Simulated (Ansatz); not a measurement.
A set of 12 reactions (bond dissociation), with CCSD(T)/CBS values in kJ/mol:

```json
{"reaction": "`C[SiH2]B(N)F` → `N[B]F`• + `C[SiH2]`•", "ΔE": "382.3"}
{"reaction": "`O[SiH2][SiH2][SiH2]Cl` → `O[SiH2]`• + `[SiH2][SiH2]Cl`•", "ΔE": "326.0"}
{"reaction": "`OBCl` → `[BH]O`• + Cl•", "ΔE": "530.6"}
{"reaction": "`O[Si](O)(O)Cl` → Cl• + `O[Si](O)O`•", "ΔE": "511.6"}
{"reaction": "`O[SiH](O)Br` → Br• + `O[SiH]O`•", "ΔE": "452.8"}
{"reaction": "`CS[Si](F)(Cl)Cl` → `[CH3]`• + `F[Si]([S])(Cl)Cl`•", "ΔE": "338.5"}
{"reaction": "`C[NH][AlH][F]` → `[F][AlH]`• + `C[NH]`•", "ΔE": "447.3"}
{"reaction": "`C[SiH](F)F` → F• + `C[SiH]F`•", "ΔE": "694.1"}
{"reaction": "`[CH3][Al]([SiH3])[O][SiH3]` → `[CH3][Al][O][SiH3]`• + `[SiH3]`•", "ΔE": "307.1"}
{"reaction": "`C[SiH](C)CO` → `[CH2]O`• + `C[SiH]C`•", "ΔE": "351.5"}
{"reaction": "`O[SiH2]C[SiH](O)O` → `[CH2][SiH2]O`• + `O[SiH]O`•", "ΔE": "423.3"}
{"reaction": "`C[SiH](C)[AlH][NH2]` → `[NH2][AlH]`• + `C[SiH]C`•", "ΔE": "307.1"}
```

Isolated molecules relaxed with PBE0-D4/def2-TZVP in Ansatz; ΔE leaves out vibrations. CBS: MP2 limit from def2 TZ/QZ plus the TZ coupled-cluster correction, frozen cores. Small cases extrapolate CCSD(T) itself. DFT in def2-TZVPP. No spin–orbit coupling; open shells (•) take unrestricted orbitals. Spin–orbit coupling would lower the free atoms: a little for Cl, F; clearly for Br. Bonds to Br are less sure, by a few kJ/mol each and by 10 to 20 or more in all where they break to atoms, as the def2 sets lack core-valence functions. Scalar relativity is left out up to krypton. Each species was taken in one conformer, which may not be the lowest.

Question: Give the mean, mean absolute and largest difference (level minus CCSD(T)/CBS, kJ/mol) for: PBE-D4, r2SCAN-D4, PBE0-D4, B2PLYP, r2SCAN, PBE0, HF/def2-TZVPP, MP2/def2-TZVPP, SCS-MP2/def2-TZVPP, CCSD/def2-TZVPP, CCSD(T)/def2-TZVPP, MP2/def2-QZVPP, HF/CBS(def2), CCSD/CBS(def2). (An estimate is asked.)

Answer: Ansatz gave: 
```csv
level,mean,mean absolute,largest
PBE-D4,-17.7,17.8,-31.7
r2SCAN-D4,-26.4,26.4,-36.7
PBE0-D4,-17.5,17.5,-34.7
B2PLYP,-21.4,21.4,-27.3
r2SCAN,-28.5,28.5,-38.3
PBE0,-24.1,24.1,-36.6
HF/def2-TZVPP,-120.1,120.1,-169.0
MP2/def2-TZVPP,0.3,8.5,-14.8
SCS-MP2/def2-TZVPP,-5.1,6.1,-13.4
CCSD/def2-TZVPP,-21.1,21.1,-28.5
CCSD(T)/def2-TZVPP,-12.6,12.6,-19.8
MP2/def2-QZVPP,7.2,11.7,23.7
HF/CBS(def2),-121.0,121.0,-166.5
CCSD/CBS(def2),-8.6,8.6,-13.8
```

The largest T1 diagnostic in the set is 0.016, for `[CH2]O`• (customary mark 0.045).

CCSD(T)/CBS is a level of theory with its own doubt, and the functionals carry their triple-zeta basis error, so these figures describe this set and don't rank the functionals.
